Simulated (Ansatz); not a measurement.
Program: Ansatz. Geometries: PBE0-D4/def2-TZVP. ΔE: electronic, gas phase. CCSD(T)/CBS is the MP2 limit (def2-TZVPP, def2-QZVPP) plus CCSD(T) − MP2 in def2-TZVPP, frozen cores. Functionals use def2-TZVPP. For Ga outer-core shells are correlated without core-valence functions, which leaves a few kJ/mol of doubt a bond. Scalar relativity is left out up to krypton. Each species was taken in one conformer, which may not be the lowest.

Reaction (cleavage of the Si–Ga bond): `[SiH3][SiH2][GaH2]` + `CBO` → `CBO[SiH2][SiH3]` + `[GaH3]`

```tsv
species	CAM-B3LYP-D4 energy (Eh)
`[SiH3][SiH2][GaH2]`	-2508.16998
`CBO`	-141.23786
`CBO[SiH2][SiH3]`	-722.68887
`[GaH3]`	-1926.73920
```

Task: Work out ΔE.

Result: ΔE = (-722.68887) + (-1926.73920) − (-2508.16998) − (-141.23786) = -0.02023 Eh = -53.1 kJ/mol. CCSD(T)/CBS gives -41.3 kJ/mol.

Largest T1 diagnostic among the species: 0.014.

From BLYP to BHLYP (50 % exact exchange), in def2-TZVPP and without D4, ΔE moves by −17.3 kJ/mol. In def2-TZVPP, CCSD(T) changes the Hartree–Fock value by +25.0 kJ/mol (the triples alone add +2.9 kJ/mol) and MP2 by +20.9 kJ/mol.
